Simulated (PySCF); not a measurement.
An unknown gives this computed stick spectrum. Computed with TDDFT PBE0/def2-SVPD, vertical, gas phase, core orbitals frozen in the response (PySCF). Geometries: GFN2-xTB, one conformer each.

```csv
state,E (eV),λ (nm),f
S1,5.40,229.6,0.0015
S2,5.80,213.9,0.0089
S3,5.91,209.7,0.0008
S4,6.48,191.3,0.0027
S5,6.53,189.7,0.028
S6,6.72,184.5,0.080
S7,6.97,178.0,0.016
S8,7.08,175.0,0.077
```

**Question.** Which candidate is it?
A. `FC(F)(F)CN([SiH3])[SiH3]`
B. `C[C@H]1N[SiH2][SiH2]C1(F)F`
C. `[H]/N=C\[C@@H](N)[C@H]1C[SiH2]1`
D. `C[SiH2][Si@H](N)C(F)(F)F`

**Answer.** B. Its S1 lies at 5.40 eV; the nearest of the others has S1 at 5.74 eV. S1 is HOMO→LUMO (97%). Löwdin shares by element: HOMO nitrogen 53%, carbon 16% or more, silicon 10% or more (atoms not listed hold the other 21%); LUMO silicon 55%, nitrogen 7%, hydrogen 6% or more (atoms not listed hold the other 33%). At the same level the other candidates give, for their lowest levels:
- `[H]/N=C\[C@@H](N)[C@H]1C[SiH2]1`: 4.98 eV (f 0.029); 5.61 eV (f 0.003); 5.90 eV (f 0.197); 6.06 eV (f 0.031); 6.13 eV (f 0.015); T1 4.21 eV; HOMO -6.81, LUMO -0.43 eV
- `FC(F)(F)CN([SiH3])[SiH3]`: 5.99 eV (f 0.000); 6.78 eV (f 0.000); 6.98 eV (f 0.040); 7.17 eV (f 0.006); 7.54 eV (f 0.002); T1 5.69 eV; HOMO -7.49, LUMO -0.15 eV
- `C[SiH2][Si@H](N)C(F)(F)F`: 5.74 eV (f 0.010); 6.38 eV (f 0.011); 7.04 eV (f 0.035); 7.21 eV (f 0.037); 7.32 eV (f 0.014); T1 5.30 eV; HOMO -7.71, LUMO -0.56 eV
Triplets come from the Tamm–Dancoff approximation.
